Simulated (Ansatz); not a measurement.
`C[NH][InH][OH]` + `C[NH][Zr]([NH]C)([NH]C)[N](C)C` → `C[N](C)[InH][OH]` + `C[NH][Zr]([NH]C)([NH]C)[NH]C`  (redistribution)

Calculated with Ansatz (gas phase, PBE0-D4/def2-TZVP geometries, no zero-point term in ΔE). CBS: MP2 limit from def2 TZ/QZ plus the TZ coupled-cluster correction, frozen cores. Functionals use def2-TZVPP. Elements past krypton have def2 core potentials. For In, Zr outer-core shells are correlated without core-valence functions, which leaves a few kJ/mol of doubt a bond. One conformer a species, not always the lowest.

```csv
species,PBE-D4 energy (Eh)
`C[NH][InH][OH]`,-361.70535
`C[NH][Zr]([NH]C)([NH]C)[N](C)C`,-467.20048
`C[N](C)[InH][OH]`,-400.97051
`C[NH][Zr]([NH]C)([NH]C)[NH]C`,-427.93418
```

Task: Work out ΔE.

Result: ΔE = (-400.97051) + (-427.93418) − (-361.70535) − (-467.20048) = 0.00114 Eh = +3.0 kJ/mol. CCSD(T)/CBS gives +2.9 kJ/mol.

Largest T1 diagnostic among the species: 0.016.

The D4 term adds +4.2 kJ/mol with B3LYP and +2.8 kJ/mol with PBE0; it sums over pairs of atoms, weighted by their polarisabilities, and B3LYP, whose exchange is more repulsive, gets the larger term. In def2-TZVPP, CCSD(T) changes the Hartree–Fock value by +4.9 kJ/mol (the triples alone add +1.0 kJ/mol) and MP2 by +5.3 kJ/mol.

B3LYP here is the variant with VWN-RPA as its local correlation; programs differ in this.
